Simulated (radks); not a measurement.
Spherical jellium clusters: N electrons in a uniform positive sphere of charge N and radius rs N^(1/3), rs = 4.07 bohr. Calculated with a radial shooting solver with Libxc functionals: non-relativistic Kohn-Sham, LDA (Slater exchange, Perdew-Wang correlation), spin-polarised, spherical densities. Levels are named by radial order and angular momentum (1s, 1p, 1d, 2s, ...), and open shells are averaged over m.

N = 10, configuration 1s2 1p6 1d(up 2, down 0). This is the lowest configuration that the search found. Occupied and some empty levels:

level    occupation  eigenvalue (eV)  <r> (bohr)
1s up             1          -4.7188       5.752
1s down           1          -4.5384       5.623
1p up             3          -3.6535       6.887
1p down           3          -3.4243       6.856
1d up             2          -2.3422       7.885
1d down           0          -2.1030       7.939
2s up             0          -1.8167       7.460
2s down           0          -1.6943       7.583
1f up             0         -0.91705       9.103
1f down           0         -0.70264       9.319
2p up             0         -0.65975       10.59
2p down           0         -0.55932       10.95

Energy (eV): total -17.4706, kinetic 16.891, external -364.54, Hartree 178.99, exchange-correlation -35.011, background 186.20.

Electron density:

r (bohr)  n(r) (e/bohr^3)
0.287            0.002070
1.37             0.002409
2.45             0.003075
3.54             0.003808
4.62             0.004256
5.70             0.004100
6.78             0.003260
7.87             0.002066
8.95             0.001037
10.0            0.0004381
11.1            0.0001673
12.2           0.00005948
13.3           0.00002057
14.4            6.972e-06
